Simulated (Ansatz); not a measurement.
The cluster Ba2Se, relaxed as a singlet with RKS PBE-D4/def2-TZVP in Ansatz, starting from the GFN1-xTB geometry. Force threshold 0.02 eV/Å.

In the def2 sets Ba takes a core potential; there is no spin–orbit coupling. The structure comes from a short search, and lower isomers may exist.

Start:

```csv
atom,x (Å),y (Å),z (Å)
Ba1,-1.9518,0.6073,0.2037
Ba2,1.0872,-1.5121,-0.8667
Se3,0.8646,0.9048,0.6630
```

Problem. Estimate the energy that the relaxation releases and the steps that it takes.

Solution. 2.0 kJ/mol, in 4 steps; 4.7 s on 4 threads of Arm Neoverse V1 on a shared host. No frequencies were taken in this run, so the end may be a saddle point.

Problem. Does the start keep its bonding and symmetry?

Solution. By distances, no bond broke or formed. The bond that changes most is Ba2–Se3, from 2.87 to 2.89 Å (atoms count from 1). Point group C2v at the start, C2v at the end, both within 0.05 Å.

Problem. Predict the relaxed structure.

Solution. 
```xyz
3

Ba   -2.005    0.663    0.234
Ba    1.161   -1.545   -0.881
Se    0.843    0.882    0.647
```
Bond lengths (bridged metal pairs left out): 2 × Ba–Se 2.89 Å.
